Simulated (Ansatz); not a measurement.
Species: CHO2, net charge 0, doublet state. It need not be the lowest isomer of its formula. 
Coordinates optimised at B3LYP-D3(BJ)/def2-TZVP (Ansatz, a quantum-chemistry and plane-wave program):
SMILES: O[C][O]
```xyz
4

C     -0.3844    -0.1290    -0.0556
O     -0.3996    -0.1022     1.1203
O      0.6420     0.1898    -0.8566
H      0.3676     0.0738    -1.7766
```
Charge 0, spin multiplicity 2.

Q: Give the harmonic wavenumbers at B3LYP-D3(BJ)/def2-TZVP (Ansatz, finite differences of forces, unscaled).

A: 546, 622, 1084, 1237, 1901, 3774 cm⁻¹. Zero-point energy 13.1 kcal/mol.

Q: From these and the geometry, give the ideal-gas thermochemistry at 298.15 K and 1 atm (rigid rotor, harmonic oscillator).

A: Point group Cs, rotational symmetry number 1. Rotational constants 167.5, 11.5, 10.76 GHz. S(trans) 37.34, S(rot) 20.28, S(vib) 1.07, S(elec, spin only) 1.38, S 60.1 cal/(mol K). H(298) - H(0) 2.61 kcal/mol; G - E(el) -2.2 kcal/mol.
